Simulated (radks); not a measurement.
Question: Coherent X-ray form factor from a spherical all-electron density. All-electron calculation, scalar-relativistic Kohn-Sham, exchange-only PBE, spin-polarised, spherical densities, point nucleus. Program: a radial shooting solver on a logarithmic mesh with Libxc functionals.

| sin(theta)/lambda (1/angstrom) | f0 (electrons) |
|---|---|
| 0.05 | 61.431 |
| 0.1 | 59.806 |
| 0.15 | 57.346 |
| 0.2 | 54.347 |
| 0.25 | 51.104 |
| 0.3 | 47.858 |
| 0.4 | 41.912 |
| 0.5 | 36.958 |
| 0.6 | 32.859 |
| 0.8 | 26.425 |
| 1 | 21.796 |
| 1.25 | 18.035 |
| 1.5 | 15.644 |
| 2 | 12.105 |

The species is in the configuration that NIST lists as its ground one. Which atom or ion scatters so?

Answer: The dysprosium ion Dy4+, [Xe] 4f8. Extrapolating in s^2 from the first two rows gives f0(0) = 62.0, near the electron count 62; among species with that count, the fall with angle is slower the higher Z, and the table is that of Z = 66; from so few rows the species is fixed only to a neighbour or two.
